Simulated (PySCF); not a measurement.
These 3 structures share the formula C7H9NOSi. Theory: PySCF, PBE0-D3(BJ)/def2-SVP geometry optimisation, gas phase. Energies are electronic, without zero-point or thermal terms, for one conformer each. No frequencies were run at this level. Point groups hold within 0.08 Å.

Question: Order them by energy at this level, lowest first, and give relative energies in kcal/mol.
A. `[CH2:1]=[C:2]([O:3][SiH3:4])[c:5]1[cH:6][cH:7][cH:8][cH:9][n:10]1` with C1–C2–O3–Si4 1°, C1–C2–C5–C6 -179°
B. `[SiH3:1][O:2]/[CH:3]=[CH:4]/[c:5]1[cH:6][cH:7][n:8][cH:9][cH:10]1` with Si1–O2–C3–C4 -171°, C3–C4–C5–C6 1°
C. `[CH2:1]=[N:2][c:3]1[cH:4][cH:5][c:6]([O:7][SiH3:8])[cH:9][cH:10]1` with C1–N2–C3–C4 36°, C5–C6–O7–Si8 179°

Answer: A (0.0), C (4.3), B (4.7).

Neighbours under 2.5 kcal/mol apart (C=Nc1ccc(O[SiH3])cc1 and [SiH3]O/C=C/c1ccncc1) can change places with a better method, another conformer or zero-point energy.

| SMILES | E (Eh) | E rel (kcal/mol) | dipole (D) | point group | A, B, C (MHz) |
| --- | --- | --- | --- | --- | --- |
| C=C(O[SiH3])c1ccccn1 | -690.67953 | 0.0 | 1.46 | Cs | 3151, 626.3, 525.7 |
| C=Nc1ccc(O[SiH3])cc1 | -690.67263 | 4.3 | 1.03 | C1 | 4382, 523.6, 474.3 |
| [SiH3]O/C=C/c1ccncc1 | -690.67208 | 4.7 | 3.80 | C1 | 4589, 410.8, 379.1 |

Q: How do the relative energies change in single points at PBE0/pcSseg-1 (no added dispersion term) on the same geometries?

A: 
```json
{"SMILES": "C=C(O[SiH3])c1ccccn1", "PBE0-D3(BJ)/def2-SVP (kcal/mol)": "0.0", "PBE0/pcSseg-1 (kcal/mol)": "0.0", "shift": "0.0"}
{"SMILES": "C=Nc1ccc(O[SiH3])cc1", "PBE0-D3(BJ)/def2-SVP (kcal/mol)": "4.3", "PBE0/pcSseg-1 (kcal/mol)": "4.5", "shift": "+0.2"}
{"SMILES": "[SiH3]O/C=C/c1ccncc1", "PBE0-D3(BJ)/def2-SVP (kcal/mol)": "4.7", "PBE0/pcSseg-1 (kcal/mol)": "3.8", "shift": "-0.9"}
```

Each column counts from its own lowest isomer. The lowest isomer stays, but the order above it changes; the largest shift is 0.9 kcal/mol.
